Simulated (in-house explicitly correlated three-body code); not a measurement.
Computed with an exponentially correlated three-body code. Model: two electrons around a point charge, non-relativistic, variational in 260 exponentially correlated functions (energies converged to about 1e-7 hartree, or 1e-8 relative for large Z).

Command:
```bash
python run_hyl.py task.json out
```
Settings (lengths in bohr, energies in hartree):
```
Z                      6
nuclear_mass           2
interaction_strength   1
functions              260
states_tried           13
```

Cost of the run: 28 s on 1 thread of Intel(R) Xeon(R) Platinum 8375C CPU @ 2.90GHz (Ice Lake), with other jobs on the host.

**Those bound S and P states to n = 4 that converged, binding against the one-electron ion.**

Given: nuclear charge 6; mass of the centre 2 electron masses.

Computed: one-electron threshold -12 hartree.

```csv
term,energy (hartree),binding (eV)
1 1S,-21.9211976,269.97
2 3S,-14.3415328,63.716
3 3S,-13.0422806,28.362
```

**Converged states only, values per electron or pair.**

| term | mean r (bohr) | mean r squared (bohr²) | mean inverse r (1/bohr) | mean r12 (bohr) | mean inverse r12 (1/bohr) | mean cosine | mean p1 dot p2 (bohr⁻²) | delta r1 (bohr⁻³) | delta r12 (bohr⁻³) |
| --- | --- | --- | --- | --- | --- | --- | --- | --- | --- |
| 1 1S | 0.39062 | 0.20421 | 3.8636 | 0.53512 | 2.5209 | 0.11075 | -1.6593 | 18.916 | 2.2909 |
| 2 3S | 0.9934 | 1.6008 | 2.4496 | 1.6425 | 0.71264 | 0.060868 | -0.27736 | 11.174 | - |
| 3 3S | 1.9876 | 7.4509 | 2.2033 | 3.6128 | 0.35463 | 0.028033 | -0.27464 | 10.477 | - |
